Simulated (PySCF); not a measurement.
Isomers of C3H9NOSi, one conformer each. Theory: core-valence-separated Tamm–Dancoff BHandHLYP/aug-pcX-1 (pcseg-1 on H, def2-SVPD on Si) in PySCF, non-relativistic, gas phase, PBE0-D3(BJ)/def2-SVP geometry. The energies are unshifted.

P. `C=N[SiH2]OCC`
Q. `CN(C)[SiH2]C=O`

Main lines, eV (oscillator strength):
1. C K: 282.6 (0.071), 285.3 (0.010), 286.1 (0.026), 286.1 (0.020), 286.8 (0.032); N K: 395.4 (0.055), 400.4 (0.009), 401.1 (0.006); O K: 532.5 (0.007), 533.5 (0.008), 533.9 (0.014), 533.9 (0.004), 534.3 (0.010)
2. C K: 282.4 (0.072), 285.8 (0.012), 286.1 (0.015), 286.5 (0.020), 287.0 (0.031); N K: 399.3 (0.005), 400.5 (0.005), 400.7 (0.007), 401.3 (0.013), 401.7 (0.016); O K: 527.9 (0.054)
Listed: the first five lines at most of each edge with a tenth or more of its strongest line's intensity; roots within 0.03 eV on the same or equivalent atoms are summed. Only the lowest roots were sought, and the top ones are left out.

**Question.** Which spectrum belongs to which isomer?

**Answer.** 1 = P, 2 = Q.
- P: first C line listed at 282.6 eV, hole on the C=N carbon (1s→π*); first N line listed at 395.4 eV, hole on the C=N nitrogen; first O line listed at 532.5 eV, hole on the silyl ether oxygen.
- Q: first C line listed at 282.4 eV, hole on the carbonyl carbon (1s→π*); first N line listed at 399.3 eV, hole on the silicon-bound nitrogen; first O line listed at 527.9 eV, hole on the carbonyl oxygen (1s→π*).

**Question.** What are the ground-state energies of the isomers at BHandHLYP/aug-pcX-1 (pcseg-1 on H, def2-SVPD on Si), relative to the lowest?

**Answer.** P 0.0, Q 120.9 kJ/mol (electronic energies on these geometries, no dispersion or zero-point terms).
